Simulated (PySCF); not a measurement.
**Fe²⁺: interval between two levels**

Fe²⁺ [Ar] 3d6 [5D4, M_J = 4] → Fe²⁺ [Ar] 3d5 4s1 [7S3, M_J = 3], as a difference of total energies. All numbers are calculated (PySCF 2.14, the two-component X2C-1e Hamiltonian, in x2c-TZVPall-2c (6s7p4d1f, 54 functions)). Correlated levels: [Ne] frozen; the 6 highest virtual spinors dropped. "Screened" scales the spin-orbit matrix elements by Boettger's factors to mimic the two-electron term; Breit and QED terms are absent.

```json
{"method": "GHF (spin-free)", "interval between two levels (cm⁻¹)": "18451"}
{"method": "GMP2 (spin-free)", "interval between two levels (cm⁻¹)": "27966"}
{"method": "GHF (screened spin-orbit)", "interval between two levels (cm⁻¹)": "18853"}
{"method": "GMP2 (screened spin-orbit)", "interval between two levels (cm⁻¹)": "28385"}
```

The labels give the starting determinants; with spin-orbit coupling the two ends relaxed to ⟨J²⟩ = 20.01, ⟨L²⟩ = 6.01, ⟨S²⟩ = 6.00 and ⟨J²⟩ = 12.00, ⟨L²⟩ = 0.00, ⟨S²⟩ = 12.00.
